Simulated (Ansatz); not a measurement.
A nudged elastic band was laid between two geometries of C$_{2}$H$_{7}$NOSSi$_{2}$ (14 atoms, charge 0, multiplicity 1).

All numbers below come from RKS revPBE-D4/6-31G in Ansatz 0.2.0.

```yaml
movable_images: 5
climbing_image: yes
spring: 5.0 eV/Å²
optimiser: quadratic models (default)
start_path: straight line
force_threshold: 0.03 eV/Å
iteration_limit: 19
end_points: relaxed
```

First end point:

```xyz
14
Properties=species:S:1:pos:R:3
O 0.681 -2.330 -0.196
Si -0.041 -0.830 0.375
S -1.142 -1.119 2.332
C -1.369 0.016 -0.805
N -0.952 1.361 -1.292
C 0.202 1.862 -0.964
Si 1.488 0.930 0.186
H 0.096 -3.120 -0.281
H -0.058 -1.490 3.119
H -1.555 -0.615 -1.694
H -2.338 0.130 -0.289
H 0.432 2.858 -1.369
H 1.769 1.707 1.451
H 2.773 0.612 -0.543
```

Last end point:

```xyz
14
Properties=species:S:1:pos:R:3
O 0.026 -2.412 -0.548
Si -0.210 -0.886 0.295
S -1.199 -1.140 2.319
C -1.402 0.143 -0.860
N -0.865 1.476 -1.237
C 0.320 1.852 -0.857
Si 1.500 0.730 0.242
H 0.574 -3.111 -0.124
H -0.048 -1.137 3.098
H -1.575 -0.435 -1.786
H -2.387 0.297 -0.388
H 0.647 2.850 -1.184
H 1.841 1.393 1.558
H 2.765 0.350 -0.497
```

Q: What changes between the two ends?

A: No bond is made or broken. The dihedral H8–O1–Si2–S3 goes from 53 to -59°.

Q: Give the energies along the band, and the barrier.

A: It converged. The highest image is number 2 of 0 to 6, 1.2 kcal/mol above the first end and 0.7 kcal/mol above the last; the last end lies 0.5 kcal/mol above the first. Another band between the same ends (5 images) ends at a top of the same energy, where a vibrational analysis finds 1 clearly imaginary mode. Limits of this set-up: no polarisation functions.

```csv
image,path coordinate (Å),energy (kcal/mol),dihedral H8–O1–Si2–S3 (°)
0,0.00,0.0,53
1,0.41,0.3,36
2,0.81,1.2,-7
3,0.97,1.0,-24
4,1.14,0.7,-39
5,1.30,0.5,-51
6,1.46,0.5,-59
```

Q: What is the geometry of the highest image?

A: 
```xyz
14
Properties=species:S:1:pos:R:3
O 0.364 -2.397 -0.449
Si -0.103 -0.873 0.287
S -1.123 -1.181 2.288
C -1.375 0.071 -0.868
N -0.939 1.442 -1.241
C 0.226 1.895 -0.880
Si 1.490 0.851 0.197
H 0.267 -3.233 0.059
H 0.013 -1.241 3.086
H -1.510 -0.508 -1.799
H -2.368 0.149 -0.391
H 0.478 2.913 -1.209
H 1.804 1.542 1.505
H 2.764 0.541 -0.556
```

Run time: 12 min on 1 thread of Intel(R) Xeon(R) Platinum 8375C CPU @ 2.90GHz (Ice Lake), with other jobs on the host, peak memory 0.18 GiB.
